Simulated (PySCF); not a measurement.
## Computed properties of hexa-1,5-diene (C6H10), SMILES C=CCCC=C

hexa-1,5-diene (C6H10), SMILES C=CCCC=C. The structure is a stationary point at B3LYP-D3(BJ)/def2-SVP. The values are those of a single conformer. All values are computed for the isolated molecule unless a solvent is named; none is compared with measurement here.

**Structure.** All 42 harmonic modes at B3LYP-D3(BJ)/def2-SVP (PySCF) are real, so it is a minimum. With heavy atoms numbered as in [CH2:1]=[CH:2][CH2:3][CH2:4][CH:5]=[CH2:6], the shortest bond between them is C1–C2 at 1.336 Å and the longest C3–C4 at 1.537 Å.

**Vibrations.** The strongest infrared lines (harmonic, unscaled, degenerate partners summed) lie at 942 cm⁻¹ (29 km/mol, H 70 %, C 30 %), 935 cm⁻¹ (29 km/mol, H 71 %, C 29 %), 3043 cm⁻¹ (26 km/mol, H 91 %, C 9 %). The softest mode is at 78 cm⁻¹ and the zero-point energy is 88.8 kcal/mol.

**Electronic structure.** ωB97X/def2-TZVP (PySCF) places the frontier levels at -9.67 and 2.37 eV, a gap of 12.04 eV, and gives a dipole moment of 0.55 D and a mean polarisability of 72.6 bohr³. PBE/def2-TZVP (PySCF) at the same geometry gives -6.18 and -0.80 eV, so its gap is 6.66 eV narrower. An orbital gap is neither the optical nor the fundamental gap.

**Excitations.** TDDFT-PBE0/def2-SVPD (PySCF) has S1 at 6.62 eV (187 nm, f = 0.009, weak); the most intense of the 10 singlets computed lies at 7.31 eV (f = 0.27). T1 (TDA) is at 4.30 eV. TDDFT-PBE/def2-SVPD (PySCF) puts S1 at 5.50 eV. No vertical singlet excitation falls in the visible range (under 3.1 eV).

**NMR.** GIAO shifts at KT2/pcSseg-1 (PySCF) (non-relativistic, atoms alike by connectivity averaged): ¹³C from 37.3 to 138.8 ppm against TMS; ¹H from 2.6 to 6.5 ppm against TMS.

**Solvation.** SMD-ωB97X/def2-SVP (PySCF) gives 1.2 kcal/mol in water, -3.0 kcal/mol in cyclohexanone, -3.4 kcal/mol in ethylethanoate (1 M in both phases, gas-phase geometry).
